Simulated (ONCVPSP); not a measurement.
Potentials for germanium compared

Generated with ld1.x 7.5 (TM, RRKJ, ultrasoft, PAW), atompaw 4.2 or ONCVPSP 4.0.1. The cutoff is in Ry: for ld1.x and atompaw files where the sum of valence levels is converged to 10 mRy in a Bessel basis, for ONCV files where the hardest occupied wave has 1 mHa per electron of residual kinetic energy. The error is the largest all-electron minus pseudo excitation energy over each file’s own four to seven test configurations (ionisations up to +4, promotions, holes and added fractions of an electron), all of which were solved. The labels leave out finer settings (local radius, basis sizes, second energies), which also bear on the numbers. Spin-polarised tests are not counted. The rows are a selection from randomly drawn settings: files with unsolved tests, undetermined cutoffs or missed reference levels are left out.

A true bound ghost makes a file unfit for plane-wave use even where its test errors are small: the radial tests pick states by their node count and pass the ghost by.

| potential | cutoff (Ry) | largest error (meV) | bound ghosts |
| --- | --- | --- | --- |
| ONCV, PBE, scalar-relativistic, rc 1.30/1.75/1.35 (spd), local smoothed, core correction yes, reference 3d10 4s2 4p2, qcut 5.8/4.7/10.5, projectors 1/2/1 | 97 | -82 | s |
| ONCV, PBE, non-relativistic, rc 1.65/2.30/0.90 (spd), local smoothed, core correction yes, reference 3d10 4s2 4p1, qcut 4.4/3.1/15.9, projectors 2/2/2 | 214 | +32 | s |
| ONCV, PBE, fully relativistic, rc 0.80/1.10/1.00 (spd), local smoothed, core correction yes, reference 3s2 3p6 3d10 4s2 4p2, qcut 13.2/13.3/15.8, projectors 2/3/1 | 197 | +3.6 | none |
| ONCV, PBEsol, scalar-relativistic, rc 1.90/1.20/1.20 (spd), local smoothed, core correction no, reference 3p6 3d10 4s2 4p2, qcut 3.8/13.9/10.9, projectors 1/2/2 | 118 | -40 | s |
| ONCV, LDA (Perdew-Zunger), scalar-relativistic, rc 1.40/1.80 (sp), local smoothed, core correction yes, reference 4s2 4p1, qcut 3.7/4.2, projectors 3/1 | 27 | -112 | s |
| ONCV, PBE, scalar-relativistic, rc 1.05/0.90/1.05/1.10 (spdf), local smoothed, core correction yes, reference 3s2 3p6 3d10 4s2, qcut 12.8/17.1/13.1/9, projectors 2/2/2/1 | 160 | +106 | none |
| ONCV, LDA (Perdew-Zunger), scalar-relativistic, rc 1.75/2.15/0.70 (spd), local smoothed, core correction yes, reference 3d10 4s2 4p1, qcut 4.3/3.7/27.2, projectors 2/3/2 | 469 | -22 | s |

(1) Fill in the row for Ge: ONCV, PBEsol, scalar-relativistic, rc 1.65/1.75/0.75 (spd), local smoothed, core correction yes, reference 3d10 4s1.5 4p2.5, qcut 3.7/5/24.7, projectors 2/2/1.

(2) Fill in the row for Ge: ONCV, PBEsol, scalar-relativistic, rc 1.20/1.00/1.05 (spd), local smoothed, core correction yes, reference 3s2 3p6 3d10 4s2 4p1, qcut 9.8/15.2/14.9, projectors 2/2/2.

Answers

(1) cutoff 406 Ry, largest error -430 meV, bound ghosts: s.

(2) cutoff 183 Ry, largest error -16 meV, bound ghosts: none.
